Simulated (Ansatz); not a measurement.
Calculation: frozen-core CCSD(T)/cc-pVTZ // r2SCAN-D4/def2-TZVP in Ansatz (a quantum-chemistry and plane-wave program).

Ansatz 0.2 input:
```yaml
crystal:
  periodic: [false, false, false]
  atoms:
    - { symbol: Si, position_ang: [-0.183645, 0.006596, 0.403913] }
    - { symbol: Cl, position_ang: [1.809011, -0.080722, -0.095721] }
    - { symbol: H, position_ang: [-0.86759, -1.187233, -0.159051] }
    - { symbol: H, position_ang: [-0.757778, 1.261359, -0.149143] }
basis:
  gaussian: { orbitals: cc-pVTZ }
correlation:
  method: ccsd_t
magnetization:
  spin_polarized: true
  initial_magnetization: 1
```

Output:

```
Functional definition: HF
559 factors; integrals over basis functions are off by at most 6.7e-4 eV
mean field evaluation 1: about -20397.6829 eV, gradient 9.2e0 eV
mean field evaluation 2: about -20397.6901 eV, gradient 9.3e0 eV
mean field evaluation 4: about -20398.6174 eV, gradient 1.6e0 eV
mean field evaluation 8: about -20398.6578 eV, gradient 7.9e-4 eV
mean field evaluation 16: about -20398.6460 eV, gradient 1.5e-1 eV
mean field -20398.65782659 eV, -749.6368484203 hartree, gradient 9.4e-6 eV, S^2 0.754441; 0 other end points of the search recorded, 0 dependent functions left out
10 core orbitals not correlated
reference -20398.65782659 eV, -749.6368484203 hartree; 7, 6 occupied and 79, 80 virtual orbitals, 559 factors
second order -7.96299663 eV of doubles, -0.00000000 eV of singles
cycle   1  -8.61236494 eV  change   -6.5e-1 eV  update   6.3e-2
cycle   2  -8.86306405 eV  change   -2.5e-1 eV  update   2.1e-2
cycle   3  -8.89204974 eV  change   -2.9e-2 eV  update   9.4e-3
cycle   4  -8.88757913 eV  change    4.5e-3 eV  update   3.8e-3
cycle   5  -8.88766005 eV  change   -8.1e-5 eV  update   1.5e-3
cycle   6  -8.88786874 eV  change   -2.1e-4 eV  update   5.6e-4
cycle   7  -8.88795836 eV  change   -9.0e-5 eV  update   2.0e-4
cycle   8  -8.88799951 eV  change   -4.1e-5 eV  update   5.7e-5
cycle   9  -8.88799000 eV  change    9.5e-6 eV  update   2.0e-5
cycle  10  -8.88798696 eV  change    3.0e-6 eV  update   6.9e-6
perturbative correction -0.33536589 eV, -0.0123244691 hartree
Total energy: -20407.88117944 eV, -749.9758003856 hartree
```

Cost: very roughly 6 core-seconds.
